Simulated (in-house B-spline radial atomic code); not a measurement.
A fraction x of an electron is removed from 3d in Se4+, starting from [Ar] 3d10 4s2 and keeping the highest spin. Computed with an all-electron radial atomic-structure program (B-spline basis): non-relativistic revTPSS, spin-polarised, spherical fractional occupations, point nucleus.

```json
{"x": "0", "E(x) - E(0) (eV)": "0.0000", "3d down level (eV)": "-105.463"}
{"x": "0.09", "E(x) - E(0) (eV)": "9.6043", "3d down level (eV)": "-107.969"}
{"x": "0.24", "E(x) - E(0) (eV)": "26.1151", "3d down level (eV)": "-112.183"}
{"x": "0.34", "E(x) - E(0) (eV)": "37.4750", "3d down level (eV)": "-115.019"}
{"x": "0.48", "E(x) - E(0) (eV)": "53.8574", "3d down level (eV)": "-119.023"}
{"x": "0.5", "E(x) - E(0) (eV)": "56.2437", "3d down level (eV)": "-119.598"}
{"x": "0.59", "E(x) - E(0) (eV)": "?", "3d down level (eV)": "?"}
{"x": "0.63", "E(x) - E(0) (eV)": "72.0354", "3d down level (eV)": "-123.357"}
{"x": "0.75", "E(x) - E(0) (eV)": "87.0479", "3d down level (eV)": "-126.856"}
{"x": "0.93", "E(x) - E(0) (eV)": "?", "3d down level (eV)": "?"}
{"x": "1", "E(x) - E(0) (eV)": "119.6820", "3d down level (eV)": "-134.237"}
```

(1) What belongs in the row x = 0.59?

(2) What belongs in the row x = 0.93?

(3) Check Janak's theorem between x = 0.09 and 0.24.

Results:

(1) An energy change of 67.1243 eV; 3d down at -122.197 eV.

(2) An energy change of 110.3582 eV; 3d down at -132.158 eV.

(3) The slope of the energy is 110.07 eV; the orbital levels give 110.08 eV (-ε of the emptying orbital, averaged over the two points).
